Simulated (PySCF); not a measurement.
Working out the ionisation energy of V

V [Ar] 3d3 4s2 (4F) → V⁺ [Ar] 3d4 (5D). Computed with PySCF 2.14 in aug-cc-pwCVQZ, with the non-relativistic Hamiltonian (point nucleus). Frozen: nothing. Energies in hartree (1 hartree = 27.21139 eV):

```json
{"part": "UHF", "V (lower)": "-942.893535", "V⁺ (upper)": "-942.675974"}
{"part": "MP2 opposite-spin", "V (lower)": "-0.479870", "V⁺ (upper)": "-0.456617"}
{"part": "MP2 same-spin", "V (lower)": "-0.203963", "V⁺ (upper)": "-0.223818"}
```

Problem. What does Hartree-Fock give?

Solution. (-942.675974) − (-942.893535) = 0.217561 hartree = 5.920 eV.

Problem. What do MP2 and SCS-MP2 (6/5 opposite-spin, 1/3 same-spin) give?

Solution. The opposite-spin parts differ by 0.633 eV and the same-spin parts by -0.540 eV. MP2: 5.920 + (0.633) + (-0.540) = 6.013 eV. SCS-MP2: 5.920 + 1.2 × (0.633) + (-0.540)/3 = 6.500 eV.

Measured between the centres of the two terms (NIST): 6.732 eV, so MP2 (all electrons) is off by -0.719 eV.

The calculation is non-relativistic.

What remains against the reference includes basis incompleteness and correlation beyond second order.
